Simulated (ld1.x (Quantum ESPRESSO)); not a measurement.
## Before and after: RRKJ potential for boron

* Element: B
* Generator: ld1.x (Quantum ESPRESSO) 7.5
* Type: norm-conserving RRKJ (Kleinman–Bylander form)
* Functional: PBE
* Relativity: scalar-relativistic
* Frozen core: [He]
* Valence charge: 3
* Reference configuration: 2s2 2p1
* Partial waves: 2s (bound): rc 1.60 bohr; 2p (bound): rc 3.35 bohr; 3d channel at 0.1 Ry: rc 2.65 bohr
* Local potential: all-electron potential smoothed inside 1.40 bohr (lloc = -1)
* Core correction: Bessel-smoothed model core, default radius (core density twice the valence density)
* rho0: 0.02

All-electron outer shells of the reference configuration (PBE, scalar-relativistic, ld1.x):

| shell | level (eV) | outermost node (bohr) | outermost maximum (bohr) |
| --- | --- | --- | --- |
| 1s | -180.59 | – | 0.21 |
| 2s | -9.44 | 0.46 | 1.52 |
| 2p | -3.61 | – | 1.57 |

Change: local potential all-electron potential smoothed inside 3.60 bohr (lloc = -1).

Cutoffs: the cutoffs (Ry, on a coarse ladder) from which the occupation-weighted sum of valence levels, in a spherical-Bessel basis at the reference potential, stays within 10 and 1 mRy of its value at 400 Ry; they do not see the model core or the augmentation charge, which bear on the density cutoff. Errors are all-electron minus pseudo energies relative to the spin-unpolarised reference configuration.

How do hardness, ghosts and transferability respond?

The potential gets neither clearly harder nor softer (21 Ry and 40 Ry → 21 Ry and 45 Ry); of the 7 tests that both files solve, the error grows in 0 and shrinks in 1 by more than 15 % and 0.3 meV (median size 88.4 → 97.7 meV); neither file shows a bound ghost.

```csv
quantity,base,changed
"cutoff, loose",21 Ry,21 Ry
"cutoff, tight",40 Ry,45 Ry
bound ghosts,none,none
"error for 2s2 2p0, meV [ΔE 8.22 eV]",+171,+172
"error for 2s1 2p0, meV [ΔE 33.64 eV]",+499,+516
"error for 2s2 2p0.5, meV [ΔE 2.89 eV]",+25,+24
"error for 2s1 2p2, meV [ΔE 5.85 eV]",-36,-36
"error for 2s2 2p1.3, meV [ΔE -0.74 eV]",+2.5,+1.9
"error for 2s1 2p1, meV [ΔE 14.36 eV]",-88,-98
"error for 2s0 2p3, meV [ΔE 11.72 eV]",-143,-146
```
